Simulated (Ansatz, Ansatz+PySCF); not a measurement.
```xyz
2

C     0.0000    0.0000   -0.2261
H     0.0000    0.0000    1.3563
```

Basis set: 6-31G (spherical functions). Left uncorrelated: 1 orbital. Correlation on ROHF uses semicanonical orbitals with singles. Charge 0, multiplicity 2.

Computed with Ansatz (development build ahead of 0.2.0); each method stands on the lowest determinant of its kind that the runs found.

The atomization energy at this shape (free ground-state atoms in the same class of orbitals less the molecule, no zero-point energy) of doublet CH:

| method | atomization energy |
| --- | --- |
| PBE0 (unrestricted) | 49.17 kcal/mol |
| ROHF-CCSD(T) | 42.35 kcal/mol |
| ROHF-MP2 | 32.77 kcal/mol |
| UHF-MP2 | 29.02 kcal/mol |
| UHF | 16.72 kcal/mol |

**Question.** What does ROHF give?

**Answer.** 13.54 kcal/mol. Caution for ROHF-CCSD(T), ROHF-MP2, UHF-MP2: bonds are stretched, where a single reference can fail. Caution for UHF-MP2, UHF: the unrestricted determinant is spin contaminated.

This basis has no polarisation functions and is too small for such energies, which can lie far from measured ones in either direction.
